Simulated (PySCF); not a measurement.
# I²⁺: ionisation energy

I²⁺ [Kr] 4d10 5s2 5p3 (4S) → I³⁺ [Kr] 4d10 5s2 5p2 (3P), as a difference of total energies. All numbers are calculated (PySCF 2.14, scalar relativity through the core potential, in aug-cc-pVTZ-PP with one added diffuse shell each of d, f type with ECP28MDF (6s5p5d3f, 67 functions)). Correlated levels: valence: 4s2 4p6 4d10 frozen. The calculations carry no spin-orbit coupling.

Question: Order these methods by the ionisation energy they give, lowest first.
A. BP86
B. LDA
C. B97-3
D. TPSS

Answer: C (30.182 eV), D (30.311 eV), A (30.390 eV), B (30.485 eV).

The reference lies between the lowest fine-structure levels, while these numbers refer to the centres of the terms.

Errors of the correlated levels include the incompleteness of this basis and the frozen core.

For comparison: 29.57 ± 0.025 eV (measured; NIST Atomic Spectra Database, ionization energies).
